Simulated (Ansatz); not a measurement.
F2H4SSi2, SMILES `F[SiH2]S[SiH2]F`, charge 0, multiplicity 1.

Task: Give a relaxed structure at PBE0-D4/def2-TZVP (Ansatz). (Estimate.)

Result: Ansatz gave: 
```xyz
9

F    -2.362   -0.263    0.730
Si   -1.192    0.821    0.689
S     0.649   -0.041    1.305
Si    1.248   -0.825   -0.576
F     2.017    0.284   -1.427
H    -1.522    1.885    1.659
H    -1.098    1.314   -0.703
H     0.069   -1.245   -1.366
H     2.191   -1.930   -0.309
```
Point group C2.
This is one stationary point; other conformers may exist.
